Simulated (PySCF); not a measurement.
Computed IR spectrum (relative IR intensity) of a molecule C4H7BO. The structure is a stationary point at B3LYP-D3(BJ)/def2-SVP. Other conformers were not sampled. Method: B3LYP-D3(BJ)/def2-SVP (PySCF). No scaling factor is applied to the harmonic values.

ν (cm⁻¹): 375 (vw), 487 (w), 574 (w), 670 (s), 709 (m), 760 (m), 767 (w), 932 (m), 1012 (m), 1058 (vw), 1209 (s), 1249 (w), 1295 (vs), 1400 (w), 1409 (vs), 1423 (m), 1477 (w), 1480 (w), 2167 (m), 2991 (w), 3026 (m), 3064 (w), 3100 (m), 3110 (m), 3458 (m), 3831 (m) (against the strongest line: vs over 80 %, s over 45 %, m over 15 %, w over 4 %, vw less)

Q: Pick the molecule that these values belong to.
A) C#CB(O)CC
B) C=C1CB(C)O1
C) C=C1OCB1C
D) C=CB(O)C=C

A: A, C#CB(O)CC
